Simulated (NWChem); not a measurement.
Species: InHOCl₂; SMILES [In]([Cl])([OH])[Cl]

```xyz
5

In     0.2358     0.0086     0.0000
Cl    -0.9532    -1.9989     0.0000
Cl    -0.9195     2.0208     0.0000
O      2.2147     0.0115     0.0000
H      2.5660    -0.8881     0.0000
```
Atoms are numbered in this order, from 1.

Computed with NWChem. All runs use the structure optimised with PBE0/def2-SVP. def2 effective core potentials on In; no spin-orbit coupling. Ions are spin-unrestricted doublets at the neutral geometry; other ion states weren't tried. Functional: LC-ωPBE (HJS hole) with def2-SVP; rows give the range parameter ω in 1/bohr.

Task: At which range parameter does −ε(HOMO) equal the ΔSCF ionisation energy (optimal tuning)?

Result: about 0.45 per bohr, by linear interpolation in these runs:
```json
[
 {"range parameter (1/bohr)": "0.40", "vertical ionisation energy, ΔSCF (eV)": "12.03", "−ε(HOMO) (eV)": "11.89", "ΔSCF minus −ε(HOMO) (eV)": "0.14"},
 {"range parameter (1/bohr)": "0.80", "vertical ionisation energy, ΔSCF (eV)": "12.17", "−ε(HOMO) (eV)": "13.19", "ΔSCF minus −ε(HOMO) (eV)": "-1.02"}
]
```
